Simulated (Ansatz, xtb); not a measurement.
**A geometry optimisation of BGeH2Si with r2SCAN-D4/def2-SVP**

The starting geometry of this gas-phase doublet was built from a drawn formula by distance geometry and a force field; its bonds are those of `[B]=[SiH][GeH]`.

```xyz
5

B    -1.0804   -0.5047    4.1693
Ge   -0.9197   -2.2257    1.0480
Si   -0.4401   -0.4468    2.4853
H     0.3331    0.6654    1.9962
H     0.3737   -2.8785    0.5996
```

**Question.** Predict what it relaxes into with r2SCAN-D4/def2-SVP.

**Answer.** A new bond forms, giving a structure given below by its coordinates. Contacts that close: B1–Ge2 (3.57 → 1.99 Å).

The energy falls by 1.96 eV over 20 steps:

```json
{"step": "1", "E − E(last) (eV)": "1.965"}
{"step": "3", "E − E(last) (eV)": "1.426"}
{"step": "5", "E − E(last) (eV)": "1.207"}
{"step": "7", "E − E(last) (eV)": "1.101"}
{"step": "9", "E − E(last) (eV)": "0.672"}
{"step": "12", "E − E(last) (eV)": "0.364"}
{"step": "14", "E − E(last) (eV)": "0.146"}
{"step": "16", "E − E(last) (eV)": "0.030"}
{"step": "18", "E − E(last) (eV)": "0.000"}
{"step": "20", "E − E(last) (eV)": "0.000"}
```

Final geometry (Å):

```yaml
atoms:
  - { symbol: B, position_ang: [-1.3412, -1.1950, 3.2966] }
  - { symbol: Ge, position_ang: [-0.6603, -2.0791, 1.6494] }
  - { symbol: Si, position_ang: [-0.0124, -0.1158, 2.4106] }
  - { symbol: H, position_ang: [0.7897, 1.1514, 2.3869] }
  - { symbol: H, position_ang: [-0.5092, -3.1518, 0.5549] }
```

From the same start GFN2-xTB ends elsewhere, differing in Ge2–Si3 (3.73 against 2.20 Å here).

No frequencies were run, so the end isn't proven a minimum. Open shells are spin-unrestricted. Run with Ansatz 0.2.0, 2.7 min on 1 thread of Intel(R) Xeon(R) Platinum 8488C (Sapphire Rapids), on a shared host.
